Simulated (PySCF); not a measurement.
**Telling isomers of C₅H₁₀OSi apart by NMR**

Method: structure optimised with GFN2-xTB, σ from GIAO-PBE0/pcSseg-1, in PySCF 2.14 (non-relativistic Hamiltonian, one conformer, gas phase, equivalent nuclei averaged).

δ = σ(ref) − σ, references computed at the same level: TMS for 1H (σref 31.72) and 13C (σref 186.93). Where no couplings were computed, multiplicities follow the n + 1 count of equivalent neighbours, and m marks all less simple cases (inequivalent or close neighbours, rings, F or P nearby). Shifts are as computed. Against solution values, carbons near 30 ppm lie about +3 ppm off and those near 130 ppm about +5 ppm. Of 1309 compounds with measured shifts, 239 miss one by over three times the rms of a fit or turn the order of signals round; such compounds aren't used in these exercises. OH and NH positions are gas-phase values without hydrogen bonding to other molecules.

(1) Tabulate the signals of `C=C/C=C/CO[SiH3]`, `C=CO[SiH2]C(=C)C`, `C=C1[C@@H](O)[C@H]1[SiH2]C`, `C[C@@H](O)[C@H]1C=C[SiH2]1` and their relative energies.

(2) What is the quickest way to tell C=C/C=C/CO[SiH3] from C=C1[C@@H](O)[C@H]1[SiH2]C?

(3) What is the quickest way to tell C=CO[SiH2]C(=C)C from C=C1[C@@H](O)[C@H]1[SiH2]C?

(4) What is the quickest way to tell C=C/C=C/CO[SiH3] from C[C@@H](O)[C@H]1C=C[SiH2]1?

## Answers

(1) 
| SMILES | carbon types | δC | δH | E rel. (kcal/mol) |
| --- | --- | --- | --- | --- |
| C=C/C=C/CO[SiH3] | 3×CH 2×CH2 | 145.3, 142.6, 139.5, 125.1, 70.9 | 6.64 (m, 1H), 6.34 (m, 1H), 6.18 (m, 1H), 5.52 (m, 1H), 5.45 (m, 1H), 4.91 (s, 3H), 4.38 (d, 2H) | 7.8 |
| C=CO[SiH2]C(=C)C | 1×C 1×CH 2×CH2 1×CH3 | 152.6, 151.6, 134.2, 101.0, 26.5 | 6.63 (m, 1H), 6.12 (br s, 1H), 5.58 (br s, 1H), 5.13 (s, 2H), 4.93 (m, 1H), 4.54 (m, 1H), 2.17 (s, 3H) | 0.0 |
| C=C1[C@@H](O)[C@H]1[SiH2]C | 1×C 2×CH 1×CH2 1×CH3 | 148.5, 107.2, 52.6, 17.2, -5.2 | 5.85 (br s, 1H), 5.61 (br s, 1H), 4.42 (m, 1H), 4.25 (m, 1H), 4.01 (m, 1H), 1.39 (br s, 1H), 1.15 (m, 1H), 0.36 (m, 3H) | 27.7 |
| C[C@@H](O)[C@H]1C=C[SiH2]1 | 4×CH 1×CH3 | 164.5, 145.8, 76.2, 47.8, 26.6 | 7.20 (m, 1H), 6.36 (m, 1H), 4.99 (m, 1H), 4.89 (m, 1H), 3.91 (m, 1H), 2.31 (m, 1H), 1.30 (d, 3H), 0.46 (br s, 1H) | 19.2 |

Energies are electronic energies at PBE0/pcSseg-1 on these geometries, without zero-point or thermal terms, each for the one conformer computed, which needn't be the lowest.

(2) Both give the same number of carbon signals, but DEPT or the intensities differ. The first has an alkene CH at 145.3 ppm, the second a fully substituted alkene carbon (C) at 148.5 ppm. In the proton spectra the most deshielded non-exchanging signals are 6.64 (m, 1H) and 5.85 (br s, 1H).

(3) Both give the same number of carbon signals, but DEPT or the intensities differ. The first has an alkene carbon bearing oxygen (CH) at 152.6 ppm, the second a three-membered-ring carbon (CH) at 52.6 ppm. Their most deshielded carbons lie at 152.6 and 148.5 ppm. In the proton spectra the most deshielded non-exchanging signals are 6.63 (m, 1H) and 5.85 (br s, 1H).

(4) Both give the same number of carbon signals, but DEPT or the intensities differ. The first has a terminal =CH2 carbon at 125.1 ppm, the second an sp3 CH bonded to O at 76.2 ppm. Their most deshielded carbons lie at 145.3 and 164.5 ppm. In the proton spectra the most deshielded non-exchanging signals are 6.64 (m, 1H) and 7.20 (m, 1H).
